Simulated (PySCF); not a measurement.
C4H4, SMILES C=C1C=C1.

The structure is a stationary point at B3LYP-D3(BJ)/def2-SVP.

All values below come from PySCF with r2SCAN/def2-TZVPD.

Gas-phase values at a fixed geometry.

```yaml
total_energy: -154.66240 hartree
point_group: C2v
highest_occupied_level: -5.13 eV
lowest_empty_level: -1.48 eV
orbital_gap: 3.65 eV
dipole_moment: 2.15 D
quadrupole, principal values (traceless, Buckingham form, about the centre of nuclear charge): -5.04, 0.65, 4.39 D·Å
mean_static_polarisability: 48.6 bohr³ (7.19 Å³)
polarisability_principal_values: 32.9, 45.7, 67.1 bohr³
```
